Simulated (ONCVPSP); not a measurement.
What one change does to a pseudopotential (helium (He), ONCV)

- Element: He (Z = 2)
- Generator: ONCVPSP 4.0.1
- Type: optimised norm-conserving Vanderbilt (ONCV)
- Functional: PBE
- Relativity: scalar-relativistic
- Frozen core: none
- Valence charge: 2
- Reference configuration: 1s2
- Partial waves: 1s: rc 0.45 bohr, ncon 4, nbas 9, qcut 15 1/bohr, local; p scattering state at 0.38 Ha: rc 0.45 bohr, ncon 4, nbas 7, qcut 18.8 1/bohr, 2 projectors, debl 3.3 Ha
- Local potential: the s channel
- Core correction: none

All-electron outer shells of the reference configuration (PBE, scalar-relativistic, ld1.x):

```
shell  level (eV)  outermost node (bohr)  outermost maximum (bohr)
   1s      -15.76                      –                      0.56
```

Change: s: qcut 10; p: qcut 12.5.

Cutoffs: the cutoffs (Ha) at which the residual kinetic energy of the hardest occupied pseudo-wave falls to 1 and 0.1 mHa per electron; they do not see the model core or the augmentation charge, which bear on the density cutoff. Errors are all-electron minus pseudo energies relative to the spin-unpolarised reference configuration.

Q: Predict the effect on cutoff, ghosts and configuration errors.

A: The potential gets harder (94 Ha and 270 Ha → 357 Ha and 1096 Ha); neither file shows a bound ghost.

```tsv
quantity	base	changed
cutoff, loose	94 Ha	357 Ha
cutoff, tight	270 Ha	1096 Ha
bound ghosts	none	none
GHOST(+) flags under 300 eV	none	none
error for 1s1, meV [ΔE 26.96 eV]	+1.6	+3.5
error for 1s1.5, meV [ΔE 10.55 eV]	-0.2	0.0
s: phases at 0.46 bohr within 0.05 rad from the reference energy up to (Ha; the scan ends near 5)	to the end of the scan	to the end of the scan
p: phases at 0.46 bohr within 0.05 rad from the reference energy up to (Ha; the scan ends near 5)	to the end of the scan	to the end of the scan
```
